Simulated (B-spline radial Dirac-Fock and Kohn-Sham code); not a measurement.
## Relativistic shifts of the levels of Yb²⁶⁺

System: the Yb²⁶⁺ ion in the configuration [Kr] 4d8.

Both columns are ΔSCF binding energies of the configuration average from a B-spline atomic structure program: non-relativistic Hartree-Fock with a point nucleus, and Dirac-Fock with a finite nucleus and the Coulomb interaction alone, averaged over the two j levels with weights 2j+1.

| shell | Hartree-Fock (eV) | Dirac-Fock (eV) | shift (eV) | shift (%) |
| --- | --- | --- | --- | --- |
| 1s | 58085.4 | 62511.6 | +4426.18 | +7.62 |
| 2s | 10271.0 | 11430.4 | +1159.37 | +11.29 |
| 2p | 9835.7 | 10214.9 | +379.21 | +3.86 |
| 3s | 3024.1 | 3308.3 | +284.22 | +9.40 |
| 3p | 2826.3 | 2930.5 | +104.20 | +3.69 |
| 4s | 1219.8 | 1302.6 | +82.89 | +6.80 |
| 4p | 1132.8 | 1164.0 | +31.16 | +2.75 |
| 4d | 980.2 | 978.0 | -2.15 | -0.22 |

Relativity binds 1s, 2s, 2p, 3s, 3p, 4s, 4p more strongly, among those listed most of all 2s in relative terms, and 4d more weakly, because the contracted s and p shells screen the nucleus better.

Values without a named source are computed, but for edge energies of neutral atoms, which are taken from tables.
